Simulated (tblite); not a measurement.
Species: C₄H₈N₂Si.
InChI=1S/C4H8N2Si/c1-4-2-6(7)3-5-4/h2-3H,1,7H3

Computed values, GFN2-xTB/tblite, gas phase, harmonic and unscaled. Against measured fundamentals such values can be off by several per cent, at times by over 20. Modes of hydrogen on silicon can be 10 to 20 % off.

Harmonic wavenumbers (cm⁻¹): 53.9, 71.1, 110.3, 176.0, 276.7, 337.1, 464.7, 559.5, 587.2, 613.3, 640.7, 703.8, 748.8, 761.0, 774.6, 795.3, 806.7, 988.4, 993.6, 1019.3, 1035.9, 1104.2, 1165.5, 1262.0, 1312.6, 1366.3, 1396.0, 1465.7, 1479.1, 1511.5, 1593.0, 2274.5, 2283.2, 2313.4, 3011.3, 3024.3, 3042.5, 3167.8, 3168.8.

A = 6713, B = 1327, C = 1130 MHz; mass 112.046 u (most abundant isotopes); point group Cs, symmetry number 1.

Q: Zero-point energy?

A: Half the sum of the wavenumbers: 24230 cm⁻¹ = 69.28 kcal/mol.

Q: Give the ideal-gas entropy at 273.15 K and 1 bar in the rigid-rotor, harmonic-oscillator model (classical rotation).

A: Translation 39.65, rotation 27.60, vibration 19.85: S = 87.1 cal/(mol K).

Q: And Cp and H(273.15 K) − H(0)?

A: Cp = 29.38 cal/(mol K), of which vibrations give 21.44 (their classical limit is 39 R = 77.5); H(273.15 K) − H(0) = 5.02 kcal/mol without the zero-point energy, 2.85 from vibrations.

Q: Which modes carry the vibrational entropy at 273.15 K?

A: 53.9 cm⁻¹: 4.50; 71.1 cm⁻¹: 3.95; 110.3 cm⁻¹: 3.09; 176.0 cm⁻¹: 2.21; 276.7 cm⁻¹: 1.41; 337.1 cm⁻¹: 1.09 cal/(mol K); the other 33 give 3.61 together.

Q: How do the functions run with temperature in this model?

A: 
```
 T (K)  S (cal/(mol K))  Cp (cal/(mol K))  H − H(0) (kcal/mol)  G − H(0) (kcal/mol)  ln q(vib)
    50             56.4              12.3                 0.49                -2.33       0.43
   100             66.0              15.7                 1.19                -5.41       1.40
298.15             89.8              31.6                 5.78               -20.98       5.22
373.15             97.5              37.8                 8.38               -28.01       6.68
   500            109.8              46.5                13.75               -41.17       9.18
   750            131.2              58.5                27.01               -71.38      14.01
  1000            149.1              66.1                42.67              -106.48      18.55
```

q(vib) and H(0) count from the zero-point level.

Hindered rotation and anharmonicity are outside this model.
